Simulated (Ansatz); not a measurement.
A run for Ansatz (a first-principles code): R-wB97M-V/def2-TZVPP on GaH4P (SMILES [PH2][GaH2]), a point of a torsion scan.

Ansatz 0.2 input:
```yaml
crystal:
  periodic: [false, false, false]
  atoms:
    - {symbol: P, position_ang: [-1.34617399, -0.20227357, -0.64256206]}
    - {symbol: Ga, position_ang: [0.90369733, 0.05651559, -0.09712867]}
    - {symbol: H, position_ang: [-1.64032228, 1.01692401, -0.01409934]}
    - {symbol: H, position_ang: [-1.55561380, -0.91727916, 0.54639730]}
    - {symbol: H, position_ang: [1.93518450, -1.12908501, 0.17635070]}
    - {symbol: H, position_ang: [1.67751091, 1.44668884, 0.03736731]}
basis:
  gaussian:
    orbitals: def2-TZVPP
hamiltonian:
  xc: {name: wB97M-V}
scf: {lower_state_search: off}
```

Output:

```
WARN ansatz: RAYON_NUM_THREADS=1 ignored (pool sized by the plan → 1); use --threads N
Functional definition: wB97M-V
these checks for a lower state are left out or cut short: stability, starts, cluster_reference, orbital_swaps, neighbouring_geometries, increment
integrals: 0.08 GiB planned
926 factors; their error is unknown
integrals: 0.12 GiB planned
211 factors; integrals over basis functions are off by at most 9.9e-6 eV
mean field: 0.72 GiB planned
mean field evaluation 1: about -61727.1789 eV, gradient 2.2e1 eV
mean field evaluation 2: about -61727.4911 eV, gradient 2.3e1 eV
mean field evaluation 4: about -61727.9136 eV, gradient 7.6e-1 eV
mean field evaluation 8: about -61728.0191 eV, gradient 1.9e-1 eV
mean field evaluation 16: about -61728.0192 eV, gradient 4.3e-5 eV
mean field -61728.01917184 eV, -2268.4628638111 hartree, gradient 9.5e-7 eV, S^2 0.000000; 0 other end points of the search recorded, 0 dependent functions left out
reference -61728.01921825 eV, -2268.4628655167 hartree; 25, 25 occupied and 121, 121 virtual orbitals, 926 factors
Total energy: -61728.01921825 eV, -2268.4628655167 hartree
Checks for a lower state left out: stability, starts, cluster_reference, orbital_swaps, neighbouring_geometries, increment
```

The calculation finished and met its thresholds.

Cost: about 5 core-seconds (a rough figure).
